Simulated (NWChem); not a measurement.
# HfH2Cl2; SMILES [Cl][HfH2][Cl]

```xyz
5

Hf     0.0000     0.0000    -0.3573
Cl     1.9987     0.0000     0.8421
Cl    -1.9987     0.0000     0.8421
H      0.0000    -1.4669    -1.4536
H      0.0000     1.4669    -1.4536
```
Atoms are numbered in this order, from 1.

The geometry was optimised at PBE0/def2-SVP. def2 effective core potentials on Hf; no spin-orbit coupling.

Symmetry labels are those of C2v in the frame above (b1 and b2, or b-type labels, depend on it).

List the 6 lowest vertical singlet excitations from B3LYP/def2-SVPD with def2 effective core potentials on Hf, TDA (NWChem).


| state | energy (eV) | oscillator strength | symmetry | leading excitation (squared amplitude) |
|---|---|---|---|---|
| S1 | 4.38 | 0.000 | b2 | HOMO → LUMO (0.99) |
| S2 | 4.91 | 0.003 | b1 | HOMO → LUMO+1 (0.98) |
| S3 | 5.29 | 0.000 | a2 | HOMO → LUMO+2 (0.75) |
| S4 | 5.34 | 0.021 | a1 | HOMO−1 → LUMO (0.95) |
| S5 | 5.41 | 0.000 | a2 | HOMO−1 → LUMO+1 (0.74) |
| S6 | 5.84 | 0.020 | b1 | HOMO−2 → LUMO (0.89) |
